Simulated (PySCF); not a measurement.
**Tellurium: a sound run and one with changed settings**

Sound run: Te(2+) [Kr] 4d10 5s2 5p2, Te(3+) [Kr] 4d10 5s2 5p1. Computed with PySCF 2.14 in def2-SVP with the def2 core potential (28 electrons) (4s4p2d, 26 functions), with scalar relativity through the core potential. In the sound run the correlated levels freeze 4s2 4p6 4d10 outside the core potential. The sound run starts from symmetry-adapted Hartree-Fock orbitals and uses a fine grid where one is needed.

Changed run: all electrons correlated in a basis built for the valence shell.

```json
{"species": "Te(2+)", "method": "MP2", "sound run (hartree)": "-266.07482", "changed run (hartree)": "-266.10199", "converged": "yes"}
{"species": "Te(3+)", "method": "MP2", "sound run (hartree)": "-265.07743", "changed run (hartree)": "-265.10314", "converged": "yes"}
```

Ionisation energy of Te(2+):

```csv
method,sound run (eV),changed run (eV)
UHF,26.934,26.934
MP2,27.140,27.180
SCS-MP2,27.089,27.109
```

A valence basis has no tight correlating functions, so it recovers only part of the core correlation, and not evenly between atom and ion.

For comparison, NIST gives 27.84 ± 0.04 eV between the lowest levels.
